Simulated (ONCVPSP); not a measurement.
**Before and after: ONCV potential for palladium**

palladium (Pd), optimised norm-conserving Vanderbilt (ONCV), made with ONCVPSP 4.0.1 (revPBE, fully relativistic). Core [Ar] 3d10, reference 4s2 4p6 4d10. Waves: 4s: rc 1.30 bohr, ncon 4, nbas 7, qcut 7.1 1/bohr, 2 projectors, debl 3.8 Ha; 4p: rc 1.50 bohr, ncon 3, nbas 7, qcut 11.2 1/bohr, 1 projector; 4d: rc 1.55 bohr, ncon 4, nbas 8, qcut 10 1/bohr, 1 projector. Local part: polynomial inside 0.90 bohr (lpopt 4, dvloc0 1 Ha). Core correction: polynomial model core, fcfact 0.6.

Open shells are filled in proportion to 2j + 1.

Change: all radii but the core radius scaled by about 0.93 (s 1.22, p 1.40, d 1.44 bohr); local potential polynomial inside 0.84 bohr (lpopt 4, dvloc0 1 Ha).

Cutoffs: the cutoffs (Ha) at which the residual kinetic energy of the hardest occupied pseudo-wave falls to 1 and 0.1 mHa per electron; they do not see the model core or the augmentation charge, which bear on the density cutoff. Errors are all-electron minus pseudo energies relative to the spin-unpolarised reference configuration.

Q: Predict the effect on cutoff, ghosts and configuration errors.

A: The potential gets harder (36 Ha and 71 Ha → 62 Ha and 84 Ha); of the 3 tests that both files solve, the error grows in 1 and shrinks in 1 by more than 15 % and 0.3 meV (median size 3.9 → 4.6 meV); neither file shows a bound ghost. A smaller radius makes the pseudo-wave follow the all-electron one further in, where it bends more sharply, so more plane waves are needed.

| quantity | base | changed |
| --- | --- | --- |
| cutoff, loose | 36 Ha | 62 Ha |
| cutoff, tight | 71 Ha | 84 Ha |
| loose cutoff by channel | s 32 Ha, p 36 Ha, d 31 Ha | s 62 Ha, p 38 Ha, d 32 Ha |
| bound ghosts | none | none |
| GHOST(+) flags under 300 eV | s at 289.7 eV | s at 292.6 eV |
| tests with a reliable result | 3 of 4 | 3 of 4 |
| error for 4s2 4p6 4d9, meV [ΔE 9.03 eV] | +0.5 | +0.7 |
| error for 4s2 4p6 4d8, meV [ΔE 29.76 eV] | +3.9 | +4.6 |
| error for 4s2 4p5 4d10, meV [ΔE 57.18 eV] | -11 | -5.8 |
| rms error of d²Exc/dni dnj with the model core, mHa | 4.94 | 5.09 |
